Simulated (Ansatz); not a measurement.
`CCBr` and `CCF` differ in one element.

Ansatz, PBE0-D4/def2-TZVP geometries, multiplicity 1. 

Scalar relativity is left out up to krypton.

```json
{"property": "HOMO energy (ωB97M-V/def2-TZVPP) / eV", "`CCBr`": "-10.10"}
{"property": "HOMO energy (PBE/def2-TZVPP) / eV", "`CCBr`": "-6.53"}
{"property": "HOMO energy (B3LYP/def2-TZVPP) / eV", "`CCBr`": "-7.58"}
{"property": "HOMO–LUMO gap (B3LYP/def2-TZVPP) / eV", "`CCBr`": "7.44"}
{"property": "HOMO–LUMO gap (PBE/def2-TZVPP) / eV", "`CCBr`": "5.66"}
{"property": "ideal-gas entropy at 298 K and 1 bar (rigid rotor, harmonic PBE0-D4/def2-TZVP) / J/(mol·K)", "`CCBr`": "286"}
```

(1) What does the change do to each property? (An estimate is asked.)

Answers

(1) Ansatz gave: 
| property | `CCF` | shift |
| --- | --- | --- |
| HOMO energy (ωB97M-V/def2-TZVPP) / eV | -11.77 | -1.67 |
| HOMO energy (PBE/def2-TZVPP) / eV | -7.63 | -1.10 |
| HOMO energy (B3LYP/def2-TZVPP) / eV | -9.14 | -1.56 |
| HOMO–LUMO gap (B3LYP/def2-TZVPP) / eV | 10.21 | 2.77 |
| HOMO–LUMO gap (PBE/def2-TZVPP) / eV | 8.28 | 2.62 |
| ideal-gas entropy at 298 K and 1 bar (rigid rotor, harmonic PBE0-D4/def2-TZVP) / J/(mol·K) | 264 | -22 |

With PBE0 the HOMO falls by 1.52 eV and the LUMO rises by 1.28 eV, so the gap widens by about 2.80 eV. PBE moves the HOMO by -1.10 eV and ωB97M-V by -1.67 eV.

B3LYP here is the variant with VWN-RPA as its local correlation; programs differ in this.

Spin–orbit coupling is left out; it splits and shifts lone-pair levels of the heavy atoms by tenths of an eV.
